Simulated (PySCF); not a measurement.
## Removal energies of Ga⁺ from EOM-IP-GCCSD

Reference: closed-shell Ga⁺, [Ar] 3d10 4s2; one electron is removed. Calculated with PySCF 2.14, two-component X2C-1e with screened spin-orbit coupling, x2c-TZVPPall-2c with one added diffuse shell each of s, p, d type (7s8p5d1f, 63 functions); frozen [Ne]; the 4 highest virtual spinors dropped; the other 92 virtual spinors kept. No Breit or QED terms. Binding energies in eV.

```csv
level,Koopmans,second order,EOM-CCSD
3p1/2,133.94,122.48,129.69
3d3/2,40.228,32.097,36.021
3d5/2,39.716,31.702,35.568
4s1/2,19.030,19.707,20.039
```

In EOM-CCSD the overlap with the one-orbital guess is low for 3p1/2 (weight 0.80), 3d3/2 (weight 0.88). That can mean mixing with two-hole, one-particle states, where second order and EOM-CCSD lose accuracy, or only a rotation among the degenerate components of the shell; the terms of those configurations are not listed.

For comparison, the ionisation energy of Ga⁺ is 20.515 eV (measured; NIST Atomic Spectra Database, ionization energies).

Only part of the computed levels is shown.

Gaps of this size point to the basis (7s8p5d1f), which has few functions of high l to correlate and polarise the inner shells.

Where second order misses EOM-CCSD by more than 1 eV, it overshoots the relaxation and correlation of that hole or particle, which higher orders damp.
